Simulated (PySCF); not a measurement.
A structure optimised at PBE-D3(BJ)/def2-SVP, used in a PySCF frequency run:

```
C
H 1 1.1173
H 1 1.1174 2 106.56
O 1 1.4301 2 111.63 3 121.98
Si 4 1.6851 1 121.27 2 -61.14
H 5 1.4979 4 106.06 1 -179.31
H 5 1.5086 6 110.37 4 120.24
H 5 1.5087 6 110.40 7 119.66
Si 1 1.9125 2 110.42 3 -118.92
H 9 1.5058 1 107.74 2 -58.87
H 9 1.5079 10 109.40 1 -119.08
C 9 1.8748 10 111.04 11 -121.21
C 12 1.3483 9 124.38 10 117.67
H 13 1.1043 12 122.15 9 179.11
H 13 1.1043 14 116.01 12 -179.94
H 12 1.1063 13 118.53 14 0.26
```

**Question.** Write its SMILES and formula.

**Answer.** C=C[SiH2]CO[SiH3], C3H10OSi2

**Question.** What are its rotational constants (standard atomic weights)?

**Answer.** 5.0418, 0.90443, 0.81231 GHz
